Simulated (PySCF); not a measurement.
Species: 3-methyl-1-indanone (`C[C@H]1CC(=O)C2=CC=CC=C21`). The columns A, B, C and D hold Mulliken, IAO, Hirshfeld and ESP-fitted charges (e) of one PBE0/pcSseg-1 density (PySCF), in a shuffled order. Coordinates in Å (GFN2-xTB); the density's dipole moment is (-0.19, -3.59, -0.59) D.

```
atom       x       y       z       A       B       C       D
  C1  -2.060  -1.054   0.746  -0.116  -0.504  -0.412  -0.197
  C2  -1.402  -0.238  -0.368  -0.021  +0.488  -0.113  -0.224
  C3  -1.685   1.268  -0.232  -0.079  -0.621  -0.327  -0.165
  C4  -0.353   1.951   0.041  +0.150  +0.651  +0.374  +0.301
  O5  -0.194   3.126   0.267  -0.252  -0.512  -0.424  -0.362
  C6   0.680   0.908  -0.038  -0.027  -0.134  -0.077  -0.239
  C7   2.054   1.046   0.099  -0.031  -0.104  -0.124  +0.046
  C8   2.845  -0.081  -0.031  -0.047  -0.161  -0.155  -0.068
  C9   2.268  -1.317  -0.292  -0.034  -0.080  -0.130  -0.049
 C10   0.894  -1.455  -0.422  -0.049  -0.210  -0.165  -0.042
 C11   0.097  -0.333  -0.294  +0.015  -0.078  +0.023  -0.126
 H12  -1.807  -2.107   0.648  +0.041  +0.119  +0.140  +0.119
 H13  -3.142  -0.954   0.701  +0.043  +0.118  +0.142  +0.121
 H14  -1.717  -0.708   1.719  +0.040  +0.141  +0.142  +0.114
 H15  -1.755  -0.619  -1.332  +0.043  -0.030  +0.143  +0.136
 H16  -2.379   1.487   0.581  +0.053  +0.180  +0.161  +0.147
 H17  -2.111   1.692  -1.143  +0.054  +0.165  +0.167  +0.159
 H18   2.479   2.018   0.300  +0.058  +0.144  +0.170  +0.075
 H19   3.917  -0.003   0.069  +0.053  +0.143  +0.157  +0.096
 H20   2.901  -2.187  -0.393  +0.054  +0.135  +0.157  +0.095
 H21   0.460  -2.423  -0.625  +0.052  +0.151  +0.151  +0.063
```

Question: Which column most likely holds the ESP-fitted charges?

Answer: B. Σ q r misses the density's dipole by 0.03 D (B), 0.27 D (C), 0.99 D (A), 1.43 D (D). Charges fitted to the outside potential are the only set here that is tied to the molecule's multipoles.

Question: And the Hirshfeld charges?

Answer: A. The mean sizes are 0.062 e (A), 0.140 e (D), 0.184 e (C), 0.232 e (B), and Hirshfeld charges are commonly the smallest of these schemes.

As computed, A = Hirshfeld, B = ESP-fitted, C = IAO, D = Mulliken. Hydrogens on carbon: Hirshfeld +0.04 to +0.06, ESP-fitted -0.03 to +0.18, IAO +0.14 to +0.17, Mulliken +0.06 to +0.16 e.

The ESP scheme is a least-squares fit of atom-centred charges to the potential on four shells outside the van der Waals surface, with the total charge fixed. The Hirshfeld scheme divides the density at each point in proportion to the densities of the neutral, spherically averaged free atoms.

Geometry: GFN2-xTB; no solvent, vibrations or thermal averaging.
